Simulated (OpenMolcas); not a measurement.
Ionisation energies of iron

```
Program             : OpenMolcas 26.06
Basis               : ANO-RCC-VQZP [7s6p4d3f2g1h]
Scalar Hamiltonian  : DKH2, point nucleus
Spin-orbit coupling : RASSI with atomic mean-field integrals over the reference wave functions, term energies averaged over their components
```

Active shells in each charge state: the valence d shell, with orbitals averaged over the low states. Where CASPT2's correlated closed shells are named, they are those of the first ion.

A. CASSCF
B. SS-CASPT2, IPEA 0.25 Eh, imaginary shift 0.1 Eh (closed shells correlated: 3s 3p)
C. SS-CASPT2, IPEA 0.25 Eh, imaginary shift 0.1 Eh (closed shells correlated: 2s 2p 3s 3p)
D. SS-CASPT2, IPEA 0 Eh, imaginary shift 0.1 Eh (closed shells correlated: 3s 3p)
E. SS-CASPT2, IPEA 0.25 Eh, imaginary shift 0.1 Eh (closed shells correlated: none)

Energies in eV between the lowest computed levels, named as in B; reference values from the NIST Atomic Spectra Database with their kind.

| From | To | A | B | C | D | E | Spin-orbit share in B | Reference |
| --- | --- | --- | --- | --- | --- | --- | --- | --- |
| Fe2+ 3d⁶ ⁵D₄ | Fe3+ 3d⁵ ⁶S_5/2 | 28.193 | 30.644 | 30.658 | 30.649 | 30.051 | +0.052 | 30.651 (measured) |
| Fe3+ 3d⁵ ⁶S_5/2 | Fe4+ 3d⁴ ⁵D₀ | 53.700 | 55.029 | 55.056 | 55.099 | 54.591 | -0.099 | 54.910 (measured) |
| Fe4+ 3d⁴ ⁵D₀ | Fe5+ 3d³ ⁴F_3/2 | 74.219 | 75.419 | 75.458 | 75.467 | 74.912 | -0.048 | 75.000 (semi-empirical) |
| Fe5+ 3d³ ⁴F_3/2 | Fe6+ 3d² ³F₂ | 98.266 | 99.200 | 99.245 | 99.244 | 98.667 | -0.016 | 98.985 (measured) |
| Fe6+ 3d² ³F₂ | Fe7+ 3d ²D_3/2 | 124.273 | 125.050 | 125.100 | 125.101 | 124.428 | +0.028 | 124.967 (measured) |
| Fe7+ 3d ²D_3/2 | Fe8+ 3p⁶ ¹S₀ | 150.299 | 151.059 | 151.082 | 151.106 | 150.299 | +0.135 | 151.060 (measured) |

Error against the reference values, in %:

```
From       Reference     A     B     C     D     E
Fe2+        measured  -8.0     0     0     0  -2.0
Fe3+        measured  -2.2  +0.2  +0.3  +0.3  -0.6
Fe4+  semi-empirical  -1.0  +0.6  +0.6  +0.6  -0.1
Fe5+        measured  -0.7  +0.2  +0.3  +0.3  -0.3
Fe6+        measured  -0.6  +0.1  +0.1  +0.1  -0.4
Fe7+        measured  -0.5     0     0     0  -0.5
```

Mean absolute error over the 5 measured values: A 1.17 eV, B 0.09 eV, C 0.11 eV, D 0.13 eV, E 0.51 eV. B lies closest.

The lowest level within the active space need not be the ion's true ground level.
